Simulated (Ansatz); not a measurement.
```yaml
crystal:
  periodic: [false, false, false]
  atoms:
    - {symbol: Na, position_ang: [-1.958112, 0.430653, -1.980063]}
    - {symbol: Na, position_ang: [-0.017689, 2.762821, 0.556209]}
    - {symbol: Na, position_ang: [0.610613, -0.011009, -0.456919]}
    - {symbol: Na, position_ang: [-0.601904, -2.751835, -0.093091]}
    - {symbol: Na, position_ang: [1.337849, -0.419155, 2.444595]}
    - {symbol: F, position_ang: [-0.889710, -1.274422, -1.508807]}
    - {symbol: F, position_ang: [0.885958, -1.738723, 0.920580]}
    - {symbol: F, position_ang: [1.225461, 1.268433, 1.257570]}
    - {symbol: F, position_ang: [-0.592468, 1.733237, -1.140074]}
basis:
  gaussian: {orbitals: def2-TZVP, initial_orbitals: start.molden}
magnetization: {spin_polarized: true, initial_magnetization: 1}
hamiltonian: {xc: {name: wB97M-V}}
scf: {omitted_lower_state_checks: [starts]}
output: {orbitals: {seedname: orbitals}}
```

The file start.molden holds the orbitals of an earlier run on this structure, at another level or in another basis.

```sh
$ ansatz run in.yaml --threads 4 --pin off --events-out ev --progress --plain --max-ram 4787MiB
```

Problem. Does this run fit into the memory that it is given?

Solution. No. It has 284 basis functions, and Ansatz plans for 6 GiB where 5 GiB are given.
